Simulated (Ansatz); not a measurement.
Basis-set series for C₃H₇In, SMILES `C=[C](C)[InH2]`. Charge 0, multiplicity 1. In: def2 effective core potential. The geometry is a stationary point of PBE0-D4/def2-TZVP.

```csv
functional,basis,functions,energy (Eh),HOMO (eV),LUMO (eV)
PBE0-D4,def2-SVP,103,-308.36622,-7.32,-1.64
PBE0-D4,def2-QZVPP,463,-308.51249,-7.35,-1.72
ωB97M-V,def2-SVP,103,-308.37851,-9.45,-0.05
ωB97M-V,def2-QZVPP,463,-308.53368,-9.50,-0.24
```

Task: Give the rows for def2-TZVPP. (Best estimate.)

Result: Ansatz gave: 
| functional | basis | functions | energy (Eh) | HOMO (eV) | LUMO (eV) |
| --- | --- | --- | --- | --- | --- |
| PBE0-D4 | def2-TZVPP | 241 | -308.50411 | -7.34 | -1.71 |
| ωB97M-V | def2-TZVPP | 241 | -308.52538 | -9.49 | -0.21 |
